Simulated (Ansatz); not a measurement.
Reaction (cleavage of the B–Si bond): `B[SiH](C)B[SiH3]` + `OCS` → `[SiH3]BOCS` + `B[SiH2]C`

Isolated molecules relaxed with PBE0-D4/def2-TZVP in Ansatz; ΔE leaves out vibrations. CCSD(T)/CBS is the MP2 limit (def2-TZVPP, def2-QZVPP) plus CCSD(T) − MP2 in def2-TZVPP, frozen cores. DFT in def2-TZVPP. B3LYP here is the variant with VWN-RPA as its local correlation; programs differ in this. One conformer a species, not always the lowest.

`B[SiH](C)B[SiH3]`:

Z-matrix (Å, degrees):
```
Si
C 1 1.881
B 1 2.005 2 114.8
B 1 2.007 2 114.8 3 -112.3
H 1 1.496 2 110.6 3 123.3
H 2 1.092 1 111.2 3 -62.1
H 2 1.093 1 110.3 3 57.7
H 2 1.092 1 111.1 3 177.5
Si 3 2.004 1 123.1 2 -24.0
H 3 1.198 1 117.8 2 163.8
H 4 1.195 1 120.6 2 -159.1
H 4 1.197 1 121.5 2 24.7
H 9 1.489 3 113.9 1 31.8
H 9 1.489 3 114.8 1 157.6
H 9 1.498 3 104.2 1 -84.7
```

`OCS`:

```xyz
7

O    -1.077    0.049    0.618
C    -0.042    0.167   -0.325
S     1.001   -1.291   -0.302
H    -1.590    0.864    0.605
H    -0.423    0.216   -1.352
H     0.573    1.054   -0.141
H     1.557   -1.058    0.898
```

`[SiH3]BOCS`:

Cartesian coordinates in Å:
```
Si 0.357 1.554 1.828
B 0.534 0.526 0.094
O -0.101 -0.655 -0.038
C -0.038 -1.400 -1.238
S -1.464 -1.148 -2.304
H -0.223 2.900 1.555
H -0.497 0.868 2.835
H 1.706 1.772 2.425
H 1.199 0.929 -0.829
H 0.829 -1.101 -1.833
H 0.046 -2.451 -0.968
H -2.349 -1.793 -1.526
```

`B[SiH2]C`:

Cartesian coordinates in Å:
```
B -0.629 1.741 0.138
Si -0.305 -0.105 -0.590
C 0.779 -1.222 0.458
H -0.218 2.120 1.196
H -1.275 2.519 -0.503
H 0.285 0.036 -1.956
H -1.649 -0.736 -0.775
H 0.344 -1.362 1.450
H 0.896 -2.204 -0.004
H 1.773 -0.787 0.586
```

```tsv
level	ΔE (kcal/mol)	difference from CCSD(T)/CBS
PBE-D4	-34.3	3.0
r2SCAN-D4	-36.3	1.0
PBE0-D4	-35.2	2.1
B3LYP-D4	-38.5	-1.2
ωB97X-V	-38.3	-1.0
ωB97M-V	-38.7	-1.4
B2PLYP	-40.1	-2.8
PBE	-35.2	2.1
r2SCAN	-36.5	0.8
PBE0	-36.0	1.3
B3LYP	-39.8	-2.5
HF/def2-TZVPP	-42.1	-4.8
MP2/def2-TZVPP	-39.5	-2.2
SCS-MP2/def2-TZVPP	-40.4	-3.1
CCSD/def2-TZVPP	-38.6	-1.3
CCSD(T)/def2-TZVPP	-38.3	-1.0
HF/def2-QZVPP	-42.2	-4.9
MP2/def2-QZVPP	-39.0	-1.7
SCS-MP2/def2-QZVPP	-39.8	-2.5
HF/CBS(def2)	-42.2	-4.9
MP2/CBS(def2)	-38.5	-1.2
CCSD/CBS(def2)	-37.6	-0.3
CCSD(T)/CBS	-37.3	0
```

Largest T1 diagnostic among the species: 0.015.

From PBE to PBE0 (25 % exact exchange), in def2-TZVPP and without D4, ΔE moves by −0.9 kcal/mol. In def2-TZVPP, CCSD(T) changes the Hartree–Fock value by +3.8 kcal/mol (the triples alone add +0.3 kcal/mol) and MP2 by +2.6 kcal/mol.
